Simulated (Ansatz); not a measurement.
System (SMILES): [GeH2] (GeH2) (closed-shell singlet).
Atoms: Ge1, H2, H3. Bonds: Ge1-H2, Ge1-H3.

Basis-set convergence of the highest harmonic wavenumber at PBE with Ansatz (an electronic-structure program). Each level at its own minimum, finite differences of forces, unscaled; the reference is a large set that could be run, not a limit. Cartesian d functions, on some or all atoms, in 3-21G, 6-31G, 6-31G*, 6-31G**; all else is spherical. The program fits the integrals of some runs and decomposes those of others, by size. No added dispersion term, no relativity. Reference: the value in def2-QZVPPD, 1851 cm⁻¹, itself unsure by roughly 2 cm⁻¹ (its mean distance from pcseg-3, def2-QZVPP, cc-pVQZ). Deviations are taken from unrounded values.

```csv
basis,functions
STO-3G,20
pcseg-0,26
3-21G,27
6-31G,33
pcseg-1,37
6-31G*,39
6-31G**,45
aug-cc-pVDZ,54
6-311G**,56
pcseg-2,71
aug-cc-pVTZ,105
pcseg-3,134
```

Task: Which is the smallest set listed that can be trusted to 50 cm⁻¹ here, that is, within that of the reference together with its larger relatives (same family, alike in diffuse functions; a set with none to test it counts only in the reference's own line)?

Result: The smallest set listed that lies within 50 cm⁻¹ of the reference with all its larger relatives (same family, alike in diffuse functions; a set with none counts only in the reference's own line) is pcseg-1 (37 functions, 3 cm⁻¹ off). Value minus reference: STO-3G 338, pcseg-0 -169, 3-21G -84, 6-31G -88, pcseg-1 3, 6-31G* -4, 6-31G** 2, aug-cc-pVDZ -3, 6-311G** 1, pcseg-2 -1, aug-cc-pVTZ -2, pcseg-3 -2 cm⁻¹.
